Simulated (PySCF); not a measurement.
## Atomic charges against the basis set

Compound: C₇H₁₂O.
Z-matrix (Å and degrees, PBE0-D3(BJ)/def2-SVP geometry), rows numbered from 1:
```
C 
C   1  1.3357
C   2  1.4955  1  120.56
O   3  1.2112  2  120.63  1    -1.44
C   3  1.5328  2  117.69  1   178.76
C   5  1.5348  3  108.66  2    61.22
C   5  1.5344  3  109.15  2   -58.81
C   5  1.5250  3  109.06  2  -178.94
H   1  1.0944  2  119.15  3     0.05
H   1  1.0926  2  122.12  3  -179.93
H   2  1.0930  1  120.57  3   179.86
H   6  1.1004  5  112.40  3   -62.39
H   6  1.1014  5  109.74  3   178.02
H   6  1.1009  5  111.15  3    58.83
H   7  1.1014  5  109.70  3  -178.40
H   7  1.1009  5  111.18  3   -59.25
H   7  1.1003  5  112.50  3    62.05
H   8  1.1008  5  110.19  3  -179.60
H   8  1.0990  5  111.07  3   -59.13
H   8  1.0992  5  111.05  3    60.02
```

PBE0 throughout (PySCF), one geometry, spherical d and f functions. Isolated species at its PBE0-D3(BJ)/def2-SVP geometry (one conformer only). Atoms taken as equivalent share a column and are averaged. The first 7 of 10 kinds of atom are listed.

Mulliken charges (e):

```
        basis  functions      C1      C2      C3      O4      C5  C6/C7/C8      H9
       STO-3G         52  -0.152  -0.105  +0.156  -0.194  +0.010    -0.230  +0.098
     pcSseg-0         96  -0.353  -0.291  +0.503  -0.477  -0.738    -0.486  +0.251
        6-31G         96  -0.332  -0.145  +0.363  -0.424  -0.145    -0.464  +0.203
       6-31G*        136  -0.359  -0.181  +0.435  -0.433  -0.081    -0.518  +0.209
      cc-pVDZ        172  +0.040  -0.128  +0.210  -0.222  -0.449    +0.013  +0.060
     def2-SVP        172  -0.007  -0.116  +0.178  -0.221  -0.455    +0.022  +0.074
     pcSseg-1        196  -0.078  -0.282  +0.409  -0.364  -0.683    -0.150  +0.144
6-311+G(2d,p)        288  -0.404  +0.142  +0.098  -0.487  +0.613    -0.594  +0.157
  aug-cc-pVDZ        292  +0.313  +1.622  +0.603  -0.643  -2.798    +1.164  -0.366
    def2-TZVP        320  -0.214  -0.249  +0.270  -0.309  +0.075    -0.379  +0.158
```

IAO charges (e):

| basis | functions | C1 | C2 | C3 | O4 | C5 | C6/C7/C8 | H9 |
| --- | --- | --- | --- | --- | --- | --- | --- | --- |
| STO-3G | 52 | -0.232 | -0.181 | +0.179 | -0.183 | -0.030 | -0.384 | +0.144 |
| pcSseg-0 | 96 | -0.235 | -0.201 | +0.325 | -0.384 | -0.021 | -0.409 | +0.169 |
| 6-31G | 96 | -0.250 | -0.200 | +0.330 | -0.397 | +0.013 | -0.427 | +0.175 |
| 6-31G* | 136 | -0.237 | -0.202 | +0.365 | -0.415 | +0.007 | -0.407 | +0.168 |
| cc-pVDZ | 172 | -0.242 | -0.205 | +0.363 | -0.409 | +0.010 | -0.408 | +0.169 |
| def2-SVP | 172 | -0.232 | -0.200 | +0.361 | -0.409 | +0.005 | -0.396 | +0.165 |
| pcSseg-1 | 196 | -0.239 | -0.205 | +0.366 | -0.420 | +0.003 | -0.405 | +0.170 |
| 6-311+G(2d,p) | 288 | -0.248 | -0.208 | +0.372 | -0.428 | +0.008 | -0.420 | +0.174 |
| aug-cc-pVDZ | 292 | -0.248 | -0.208 | +0.371 | -0.427 | +0.010 | -0.418 | +0.174 |
| def2-TZVP | 320 | -0.248 | -0.208 | +0.374 | -0.428 | +0.007 | -0.420 | +0.174 |

Some averages cover members that differ in this geometry, most widely: C6/C7/C8, Mulliken in aug-cc-pVDZ +1.115 to +1.249; C6/C7/C8, Mulliken in def2-SVP +0.005 to +0.055; C6/C7/C8, Mulliken in pcSseg-1 -0.164 to -0.124; C6/C7/C8, Mulliken in cc-pVDZ +0.003 to +0.031 e.

Q: Which scheme is steadiest as the basis changes?

A: Largest range over the bases for any column: IAO 0.24 e, Mulliken 3.41 e. IAO charges move least and Mulliken charges most, counted in e. Without the minimal STO-3G basis the ranges are IAO 0.05, Mulliken 3.41 e.

Q: How much do the charges still move between the two largest bases, aug-cc-pVDZ and def2-TZVP?

A: At most, over all atoms: Mulliken 2.873 e, IAO 0.003 e.

Q: What do the same runs give for the total energy, the frontier levels and the dipole moment?

A: 
```
        basis  energy (Eh)  HOMO (eV)  LUMO (eV)  μ (D)
       STO-3G    -344.4477      -4.04       1.64   1.57
     pcSseg-0    -347.9684      -7.20      -1.55   2.71
        6-31G    -348.6606      -6.93      -1.32   2.70
       6-31G*    -348.7495      -6.86      -1.25   2.48
      cc-pVDZ    -348.7763      -6.96      -1.39   2.42
     def2-SVP    -348.5048      -7.06      -1.47   2.50
     pcSseg-1    -348.7163      -7.18      -1.59   2.61
6-311+G(2d,p)    -348.8547      -7.17      -1.67   2.63
  aug-cc-pVDZ    -348.7966      -7.14      -1.66   2.61
    def2-TZVP    -348.8813      -7.14      -1.62   2.59
```

The dipole is fixed by the density alone, so its range of 1.14 D shows that the density itself changes with the basis, not only its division among atoms.
